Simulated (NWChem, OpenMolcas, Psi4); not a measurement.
**A ladder of methods for InNH2Cl (SMILES [NH2][In][Cl])**

InNH2Cl: 5 atoms, total charge 0, spin state doublet. SMILES: `[NH2][In][Cl]`. The coordinates come from a PBE0-D4/def2-TZVP relaxation. This is one conformer, not always the lowest.

```xyz
5

N    -0.1426    0.8086   -0.4939
In   -0.4116   -1.2178   -0.1533
Cl    1.3915   -2.2115    1.0187
H    -0.9997    1.2838   -0.7567
H     0.2123    1.2632    0.3438
```

Quantity: the dipole moment, in D. The values are calculated.

```csv
level,kind,program,value (D),CPU time
USVWN5/def2-SVP (core potential),LDA,OpenMolcas,3.10,19 s
U-revPBE/def2-SVP (core potential),GGA,OpenMolcas,3.17,27 s
UPBE/def2-SVP (core potential),GGA,NWChem,3.14,44 s
U-r2SCAN/def2-SVP (core potential),meta-GGA,OpenMolcas,3.37,36 s
UM06-L/def2-SVP (core potential),meta-GGA,OpenMolcas,3.53,34 s
"UB3LYP-D3(BJ)/def2-SVP (density fitting, core potential)",global hybrid,Psi4,3.24,7.4 s
UBHLYP/def2-SVP (core potential),global hybrid,OpenMolcas,3.45,25 s
UM06-2X/def2-SVP (core potential),hybrid meta-GGA,OpenMolcas,3.41,34 s
```

The values span 3.10 to 3.53 D. Magnitudes only. CPU times are rough (shared hosts, several kinds of processor): they show what a rung costs within a factor of a few.
